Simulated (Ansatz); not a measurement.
Basis-set series for BH9Si3, SMILES `B[SiH2][SiH2][SiH3]`. Total charge 0; spin multiplicity 1. All single points use the PBE0-D4/def2-TZVP geometry. It is one conformer, not always the lowest.

```
functional       basis  functions  energy (Eh)  HOMO (eV)  LUMO (eV)
   PBE0-D4    def2-SVP        113   -897.98906      -7.89      -2.48
   PBE0-D4  def2-QZVPP        537   -898.35265      -7.82      -2.51
   ωB97M-V    def2-SVP        113   -898.27191      -9.80      -0.50
   ωB97M-V  def2-QZVPP        537   -898.64069      -9.78      -0.65
```

(1) Give the rows for def2-TZVPP. (An estimate is asked.)

## Answers

(1) Ansatz gave: 
```tsv
functional	basis	functions	energy (Eh)	HOMO (eV)	LUMO (eV)
PBE0-D4	def2-TZVPP	283	-898.32185	-7.83	-2.51
ωB97M-V	def2-TZVPP	283	-898.61154	-9.78	-0.61
```
